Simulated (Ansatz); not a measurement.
## Nudged elastic band run: BClF3H4N

The input (input.yaml):

```yaml
crystal:
  periodic: [false, false, false]
  atoms:
    - { symbol: B, position_ang: [0.007047, -1.091985, 0.105021] }
    - { symbol: Cl, position_ang: [1.873121, -0.618372, 0.115618] }
    - { symbol: F, position_ang: [-0.229418, -2.153455, -0.73192] }
    - { symbol: F, position_ang: [-0.491088, -1.211258, 1.377553] }
    - { symbol: H, position_ang: [-0.378992, 1.090228, -0.072601] }
    - { symbol: "N", position_ang: [-0.722558, 0.231569, -0.560144] }
    - { symbol: H, position_ang: [1.390187, 1.256559, 0.842845] }
    - { symbol: F, position_ang: [0.800197, 2.012807, 0.941266] }
    - { symbol: H, position_ang: [-0.501877, 0.315499, -1.562467] }
    - { symbol: H, position_ang: [-1.746621, 0.168311, -0.45527] }
basis:
  gaussian: { orbitals: def2-SVP }
hamiltonian:
  xc: revpbe
neb:
  order_check: false
  images: 9
  f_tol: 0.05
  max_iterations: 60
  final_atoms:
    - { symbol: B, position_ang: [-0.55029009, -1.20515521, -0.13861921] }
    - { symbol: Cl, position_ang: [2.64699386, -0.12436184, 1.26788437] }
    - { symbol: F, position_ang: [0.19545087, -1.90969305, -0.99174418] }
    - { symbol: F, position_ang: [-0.80677625, -1.68901702, 1.07763624] }
    - { symbol: H, position_ang: [0.05039193, 1.2924124, -0.09930712] }
    - { symbol: "N", position_ang: [-1.08855354, 0.07838394, -0.53573487] }
    - { symbol: H, position_ang: [1.94344003, 0.90196497, 0.83188818] }
    - { symbol: F, position_ang: [0.68912822, 1.9809006, 0.15092695] }
    - { symbol: H, position_ang: [-1.17185849, 0.25779785, -1.54092069] }
    - { symbol: H, position_ang: [-1.90792855, 0.41667036, -0.02210869] }
  initial_path:
    images:
      - { positions_ang: [[0.007047, -1.091985, 0.105021], [1.873121, -0.618372, 0.115618], [-0.229418, -2.153455, -0.73192], [-0.491088, -1.211258, 1.377553], [-0.378992, 1.090228, -0.072601], [-0.722558, 0.231569, -0.560144], [1.390187, 1.256559, 0.842845], [0.800197, 2.012807, 0.941266], [-0.501877, 0.315499, -1.562467], [-1.746621, 0.168311, -0.45527]] }
      - { positions_ang: [[-0.00803521, -1.11155513, 0.10679673], [1.894096, -0.60400711, 0.18169661], [-0.18502908, -2.15264441, -0.74383408], [-0.51106714, -1.26327675, 1.36100766], [-0.33743579, 1.13681307, -0.05087548], [-0.74003014, 0.24704238, -0.5583769], [1.40573171, 1.22592411, 0.81940562], [0.77308027, 2.00692923, 0.87350394], [-0.53529795, 0.3187996, -1.56021658], [-1.75601468, 0.19587803, -0.42920652]] }
      - { positions_ang: [[-0.02311742, -1.13112527, 0.10857246], [1.91507101, -0.58964223, 0.24777522], [-0.14064016, -2.15183382, -0.75574816], [-0.53104629, -1.3152955, 1.34446232], [-0.29587957, 1.18339813, -0.02914996], [-0.75750228, 0.26251576, -0.55660981], [1.42127641, 1.19528922, 0.79596624], [0.74596354, 2.00105146, 0.80574188], [-0.5687189, 0.3221002, -1.55796616], [-1.76540835, 0.22344506, -0.40314304]] }
      - { positions_ang: [[-0.03819963, -1.1506954, 0.11034819], [1.93604601, -0.57527734, 0.31385384], [-0.09625124, -2.15102324, -0.76766224], [-0.55102543, -1.36731426, 1.32791698], [-0.25432336, 1.2299832, -0.00742444], [-0.77497441, 0.27798914, -0.55484271], [1.43682112, 1.16465433, 0.77252687], [0.71884681, 1.99517368, 0.73797982], [-0.60213985, 0.3254008, -1.55571574], [-1.77480203, 0.25101209, -0.37707957]] }
      - { positions_ang: [[-0.05328184, -1.17026554, 0.11212393], [1.95702102, -0.56091245, 0.37993245], [-0.05186232, -2.15021265, -0.77957632], [-0.57100457, -1.41933301, 1.31137164], [-0.21276715, 1.27656826, 0.01430108], [-0.79244655, 0.29346252, -0.55307562], [1.45236583, 1.13401944, 0.74908749], [0.69173009, 1.98929591, 0.67021777], [-0.6355608, 0.32870139, -1.55346532], [-1.7841957, 0.27857912, -0.35101609]] }
      - { positions_ang: [[-0.06836404, -1.18983567, 0.11389966], [1.97799602, -0.54654757, 0.44601106], [-0.0074734, -2.14940206, -0.7914904], [-0.59098371, -1.47135176, 1.2948263], [-0.17121093, 1.32315333, 0.0360266], [-0.80991869, 0.30893591, -0.55130852], [1.46791053, 1.10338455, 0.72564811], [0.66461336, 1.98341814, 0.60245571], [-0.66898175, 0.33200199, -1.5512149], [-1.79358938, 0.30614615, -0.32495261]] }
      - { positions_ang: [[-0.16474925, -1.19289958, 0.06339588], [2.11179559, -0.46211042, 0.61038572], [0.03311146, -2.10146026, -0.83154116], [-0.63414222, -1.51488481, 1.25138829], [-0.12689036, 1.31700514, 0.00895986], [-0.86564566, 0.26282551, -0.54819379], [1.56301643, 1.06310063, 0.74689612], [0.66951633, 1.98291463, 0.51214995], [-0.7695571, 0.31716116, -1.54915606], [-1.81645721, 0.32825099, -0.26438383]] }
      - { positions_ang: [[-0.26113446, -1.19596349, 0.01289211], [2.24559516, -0.37767328, 0.77476039], [0.07369631, -2.05351846, -0.87159191], [-0.67730073, -1.55841787, 1.20795028], [-0.08256979, 1.31085696, -0.01810689], [-0.92137263, 0.21671512, -0.54507906], [1.65812233, 1.02281672, 0.76814414], [0.6744193, 1.98241112, 0.4218442], [-0.87013245, 0.30232033, -1.54709722], [-1.83932505, 0.35035583, -0.20381504]] }
      - { positions_ang: [[-0.35751967, -1.19902739, -0.03761166], [2.37939473, -0.29323613, 0.93913505], [0.11428117, -2.00557666, -0.91164267], [-0.72045923, -1.60195092, 1.16451227], [-0.03824922, 1.30470877, -0.04517363], [-0.9770996, 0.17060473, -0.54196433], [1.75322823, 0.9825328, 0.78939215], [0.67932228, 1.98190761, 0.33153845], [-0.97070779, 0.28747951, -1.54503837], [-1.86219288, 0.37246068, -0.14324626]] }
      - { positions_ang: [[-0.45390488, -1.2020913, -0.08811543], [2.5131943, -0.20879898, 1.10350971], [0.15486602, -1.95763485, -0.95169342], [-0.76361774, -1.64548397, 1.12107425], [0.00607135, 1.29856059, -0.07224038], [-1.03282657, 0.12449433, -0.5388496], [1.84833413, 0.94224889, 0.81064017], [0.68422525, 1.9814041, 0.2412327], [-1.07128314, 0.27263868, -1.54297953], [-1.88506071, 0.39456552, -0.08267747]] }
      - { positions_ang: [[-0.55029009, -1.20515521, -0.13861921], [2.64699386, -0.12436184, 1.26788437], [0.19545087, -1.90969305, -0.99174418], [-0.80677625, -1.68901702, 1.07763624], [0.05039193, 1.2924124, -0.09930712], [-1.08855354, 0.07838394, -0.53573487], [1.94344003, 0.90196497, 0.83188818], [0.68912822, 1.9809006, 0.15092695], [-1.17185849, 0.25779785, -1.54092069], [-1.90792855, 0.41667036, -0.02210869]] }
```

Launched with:

```bash
$ ansatz run input.yaml --threads 2 --pin off --max-ram 3072MiB --backend cpu --events-out ev --progress --plain --runs-dir out
```

Output, in part (warnings, iteration lines, the closing report on the highest movable image, with atoms numbered from 0):

```
NEB end point (image 0): max|allowed force component| = 2.651e-3 eV/Å (the criterion of neb.relax_end_points is 1.000e-2)
NEB end point (image 10): max|allowed force component| = 2.238e-2 eV/Å (the criterion of neb.relax_end_points is 1.000e-2)
NEB iter   1: max|band force component| = 3.740e0 eV/Å  barrier→ = 1.5267 eV  barrier← = 0.8507 eV  Δτ_max = 0.2000 Å  (310 SCF iters)
NEB iter   2: max|band force component| = 2.472e0 eV/Å  barrier→ = 1.0715 eV  barrier← = 0.3955 eV  Δτ_max = 0.2000 Å  (296 SCF iters)
NEB iter   3: max|band force component| = 4.017e0 eV/Å  barrier→ = 1.2735 eV  barrier← = 0.5975 eV  Δτ_max = 0.1026 Å  (297 SCF iters)
NEB iter   4: max|band force component| = 7.558e-1 eV/Å  barrier→ = 0.9422 eV  barrier← = 0.2662 eV  Δτ_max = 0.1721 Å  (271 SCF iters)
NEB iter   5: max|band force component| = 5.723e-1 eV/Å  barrier→ = 0.8720 eV  barrier← = 0.1960 eV  Δτ_max = 0.0986 Å  (263 SCF iters)
NEB iter   6: max|band force component| = 5.732e-1 eV/Å  barrier→ = 0.8456 eV  barrier← = 0.1696 eV  Δτ_max = 0.0495 Å  (265 SCF iters)
NEB iter   7: max|band force component| = 3.275e-1 eV/Å  barrier→ = 0.8336 eV  barrier← = 0.1577 eV  CI = image 6  Δτ_max = 0.0637 Å  (262 SCF iters)
NEB iter   8: max|band force component| = 4.147e-1 eV/Å  barrier→ = 0.8669 eV  barrier← = 0.1909 eV  CI = image 6  Δτ_max = 0.0213 Å  (261 SCF iters)
NEB iter   9: max|band force component| = 1.965e-1 eV/Å  barrier→ = 0.8599 eV  barrier← = 0.1839 eV  CI = image 6  Δτ_max = 0.0224 Å  (258 SCF iters)
NEB iter  10: max|band force component| = 6.489e-2 eV/Å  barrier→ = 0.8593 eV  barrier← = 0.1833 eV  CI = image 6  Δτ_max = 0.0319 Å  (255 SCF iters)
NEB iter  11: max|band force component| = 2.333e-1 eV/Å  barrier→ = 0.8592 eV  barrier← = 0.1832 eV  CI = image 6  Δτ_max = 0.0158 Å  (268 SCF iters)
NEB iter  12: max|band force component| = 2.944e-2 eV/Å  barrier→ = 0.8591 eV  barrier← = 0.1831 eV  CI = image 6  Δτ_max = 0.0000 Å  (484 SCF iters)
Total energy: -22891.81379808 eV, -841.2586404508 hartree
Atom 0 at    -0.242894    -1.121980     0.007356 Å, force    -0.008880    -0.008491    -0.006156 eV/Å
Atom 1 at     1.974934    -0.376753     0.832088 Å, force     0.004708    -0.001853     0.000081 eV/Å
Atom 2 at     0.201141    -1.970434    -0.935280 Å, force    -0.001230     0.002662     0.009537 eV/Å
Atom 3 at    -0.728034    -1.603264     1.163668 Å, force     0.005721     0.001330    -0.005362 eV/Å
Atom 4 at    -0.017730     1.279385    -0.056152 Å, force     0.002418     0.000763     0.000972 eV/Å
Atom 5 at    -0.795595     0.208038    -0.454182 Å, force     0.002266     0.013989     0.004167 eV/Å
Atom 6 at     1.507968     0.948026     0.658076 Å, force    -0.003620     0.002448    -0.000227 eV/Å
Atom 7 at     0.701552     2.008725     0.315588 Å, force    -0.000759    -0.003006    -0.000950 eV/Å
Atom 8 at    -0.873304     0.251520    -1.478907 Å, force     0.000862    -0.002639    -0.000027 eV/Å
Atom 9 at    -1.728041     0.376640    -0.052353 Å, force    -0.001487    -0.005204    -0.002035 eV/Å
Dipole moment:    -0.675607     0.240939    -0.400666 e Å
```

The forces met the threshold. A vibrational analysis at the climbing image gives one clearly imaginary mode, 410i cm⁻¹: a first-order saddle point. The orbitals stay closed-shell, which can raise the energy where a bond breaks towards radicals; this wasn't checked here.

Final band (atoms are numbered from 1 in the order of the input):

| image | path coordinate (Å) | energy (eV) | B1–Cl2 (Å) | H5–N6 (Å) | H7–F8 (Å) |
| --- | --- | --- | --- | --- | --- |
| 0 | 0.00 | 0.00 | 1.93 | 1.05 | 0.96 |
| 1 | 0.34 | 0.01 | 1.93 | 1.05 | 0.97 |
| 2 | 0.68 | 0.02 | 1.92 | 1.05 | 0.97 |
| 3 | 1.01 | 0.04 | 1.93 | 1.05 | 0.97 |
| 4 | 1.35 | 0.10 | 1.97 | 1.06 | 0.99 |
| 5 | 1.69 | 0.54 | 2.22 | 1.16 | 1.11 |
| 6 | 2.03 | 0.86 | 2.48 | 1.38 | 1.38 |
| 7 | 2.35 | 0.78 | 2.81 | 1.56 | 1.58 |
| 8 | 2.67 | 0.71 | 3.14 | 1.66 | 1.71 |
| 9 | 2.99 | 0.68 | 3.45 | 1.70 | 1.76 |
| 10 | 3.31 | 0.68 | 3.66 | 1.72 | 1.79 |

Time of the run: 2.9 min on 2 threads of Intel(R) Xeon(R) Platinum 8375C CPU @ 2.90GHz (Ice Lake) (shared host), peak memory 0.17 GiB.
